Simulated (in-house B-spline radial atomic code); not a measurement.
**Removing one electron from Br-**

Closed shell [Ar] 3d10 4s2 4p6. Computed with an all-electron radial atomic-structure program (B-spline basis): Koopmans values of Dirac-Hartree-Fock plus a diagonal self-energy, in second order or with its direct term screened (direct RPA, with the hole-particle interaction, or full time-dependent Hartree-Fock), linearised in energy; no-pair Dirac-Coulomb Hamiltonian, finite nucleus. Shifts add to the Koopmans value (the ΔSCF shift is orbital relaxation alone); the final value takes TDHF screening with Breit and QED.

Command:
```bash
python run_mb.py task.json out
```
Settings (nuclear radius in fm, box in bohr, cutoff in hartree):
```
basis_form          2
Z                   35
core_configuration  [Ar] 3d10 4s2 4p6
rms_radius          4.1629
mass_number         79
speed_of_light      137.036
box_radius          64.98
lmax                7
intervals           69
virtual_cutoff      4900.0
```

Cost of the run: 38 s on 1 thread of Intel(R) Xeon(R) 6975P-C (shared host).

Energies in eV:

| subshell | Koopmans | ΔSCF shift | second order | direct RPA | hole-particle | TDHF | Breit + QED | final |
| --- | --- | --- | --- | --- | --- | --- | --- | --- |
| 4p3/2 | 3.565 | -1.191 | ? | ? | ? | ? | ? | ? |
| 4p1/2 | 4.122 | -1.284 | -0.425 | 0.192 | -0.255 | -0.293 | -0.005 | 3.824 |

**Question.** What does the self-energy do to 4p3/2?

**Answer.** It shifts the removal energy by -0.316 eV in second order, 0.226 with direct RPA, -0.185 with the hole-particle term and -0.213 with TDHF screening (quasi-particle weight 0.864); Breit and QED add 0.003 eV. The final value is 3.355 eV, against 3.364 eV (NIST, measured).
